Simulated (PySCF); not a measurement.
**In: excitation energy**

In [Kr] 4d10 5s2 5p1 (2P) → In [Kr] 4d10 5s2 5d1 (2D), as a difference of total energies. All numbers are calculated (PySCF 2.14, the spin-free X2C one-electron Hamiltonian (Gaussian nucleus), in aug-cc-pwCVTZ-DK3 (10s9p7d4f1g, 109 functions)). Correlated levels: valence: [Kr] 4d10 frozen. The calculations carry no spin-orbit coupling.

```tsv
method	excitation energy (eV)
UHF	3.993
MP2 (valence)	4.028
SCS-MP2 (valence)	4.032
CCSD (valence)	3.960
CCSD(T) (valence)	3.936
```

Task: How much does correlation contribute at CCSD(T) (valence)?

Result: 3.936 − (3.993) = -0.057 eV, measured against UHF.

Errors of the correlated levels include the incompleteness of this basis and the frozen core.

The coupled-cluster amplitudes are large for the upper state (T1 above 0.03 or a double amplitude above 0.15), so a single reference is strained.

For comparison: 3.897 eV (measured; NIST levels, between the centres of gravity of the two terms).
